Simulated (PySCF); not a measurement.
**How the method moves the HOMO and LUMO of `C=C1C[C@@H]1O[SiH3]`**

Compound: C4H8OSi.
Cartesian coordinates in Å at the PBE0-D3(BJ)/def2-SVP level; atoms count from 1:
```xyz
14
C4H8OSi angstrom
C      2.1429    0.8469    0.1139
C      1.0445    0.1678    0.3992
C      0.3466   -1.1219    0.4688
C     -0.3614    0.1938    0.7902
O     -1.2990    0.7185   -0.0863
Si    -2.8772    0.1679   -0.1245
H      2.1590    1.9391    0.1699
H      3.0621    0.3394   -0.1934
H      0.5517   -1.8216    1.2875
H      0.0910   -1.5993   -0.4847
H     -0.5835    0.3744    1.8535
H     -3.5114    0.3050    1.2241
H     -2.9341   -1.2696   -0.5329
H     -3.5866    1.0150   -1.1190
```

Basis pcSseg-1 throughout (PySCF), one geometry. Isolated species at its PBE0-D3(BJ)/def2-SVP geometry (one conformer only).

Task: How do the orbital energies, the gap and the dipole change with the method?

Result: 
| method | kind | HOMO (eV) | LUMO (eV) | gap (eV) | μ (D) | SCF cycles |
| --- | --- | --- | --- | --- | --- | --- |
| BLYP | GGA | -6.19 | -1.13 | 5.06 | 1.01 | 16 |
| OPBE | GGA | -6.31 | -1.22 | 5.09 | 1.01 | 16 |
| B97-D | GGA | -6.31 | -1.18 | 5.13 | 1.03 | 15 |
| PBE | GGA | -6.33 | -1.30 | 5.03 | 1.01 | 16 |
| KT2 | GGA | -6.39 | -1.31 | 5.09 | 0.98 | 15 |
| KT3 | GGA | -6.40 | -1.27 | 5.13 | 0.97 | 16 |
| BP86 | GGA | -6.44 | -1.38 | 5.06 | 1.03 | 15 |
| LDA | LDA | -6.48 | -1.51 | 4.97 | 1.07 | 15 |
| B97-2 | global hybrid | -7.33 | -0.34 | 7.00 | 1.08 | 14 |
| B3LYP | global hybrid | -7.36 | -0.49 | 6.86 | 1.08 | 14 |
| PBE0 | global hybrid | -7.59 | -0.29 | 7.30 | 1.08 | 13 |
| mPW1PW91 | global hybrid | -7.62 | -0.30 | 7.32 | 1.09 | 13 |
| BHandHLYP | global hybrid | -8.59 | 0.84 | 9.43 | 1.15 | 12 |
| CAM-B3LYP | range-separated hybrid | -8.93 | 0.88 | 9.80 | 1.12 | 12 |
| wB97X-D | range-separated hybrid | -9.46 | 1.53 | 10.99 | 1.11 | 13 |
| HF | Hartree–Fock | -10.05 | 3.46 | 13.51 | 1.23 | 11 |
| LC-wPBE | range-separated hybrid | -10.34 | 2.02 | 12.36 | 1.13 | 12 |

The HOMO spans 4.15 eV, from BLYP down to LC-wPBE, and the gap runs from 4.97 eV (LDA) to 13.51 eV (HF). Over the methods BLYP (0 %), OPBE (0 %), B97-D (0 %), PBE (0 %), KT2 (0 %), KT3 (0 %), BP86 (0 %), LDA (0 %), B97-2 (21 %), B3LYP (20 %), PBE0 (25 %), mPW1PW91 (25 %), BHandHLYP (50 %), HF (100 %), a straight line through the gap against the share of exact exchange rises by 0.85 eV for each 10 % (correlation coefficient 1.000). The dipole ranges from 0.97 D (KT3) to 1.23 D (HF). This basis has no diffuse functions.
